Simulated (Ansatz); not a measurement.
```yaml
atoms:
  - { symbol: C, position_ang: [0.0000, 0.0000, -1.4592] }
  - { symbol: C, position_ang: [0.0000, 0.0000, -0.1210] }
  - { symbol: C, position_ang: [0.0000, 1.2706, 0.6772] }
  - { symbol: C, position_ang: [0.0000, -1.2706, 0.6772] }
  - { symbol: H, position_ang: [0.0000, -0.9333, -2.0296] }
  - { symbol: H, position_ang: [0.0000, 0.9333, -2.0296] }
  - { symbol: H, position_ang: [0.0000, 2.1616, 0.0339] }
  - { symbol: H, position_ang: [-0.8834, 1.3209, 1.3367] }
  - { symbol: H, position_ang: [0.8834, 1.3209, 1.3367] }
  - { symbol: H, position_ang: [0.0000, -2.1616, 0.0339] }
  - { symbol: H, position_ang: [0.8834, -1.3209, 1.3367] }
  - { symbol: H, position_ang: [-0.8834, -1.3209, 1.3367] }
```

Basis set: def2-TZVP (spherical functions). Frozen core: 4 orbitals. Charge 0, multiplicity 1.

Computed with Ansatz (development build ahead of 0.2.0); each method stands on the lowest determinant of its kind that the runs found. Restricted open shells among the atoms or ions are ROHF, correlated in semicanonical orbitals with singles.

Question: Give the atomization energy at this shape (free ground-state atoms in the same class of orbitals less the molecule, no zero-point energy) of singlet C₄H₈ by RHF-MP2, RHF.

Answer:

```
 method  atomization energy
RHF-MP2       4724.8 kJ/mol
    RHF       3728.6 kJ/mol
```
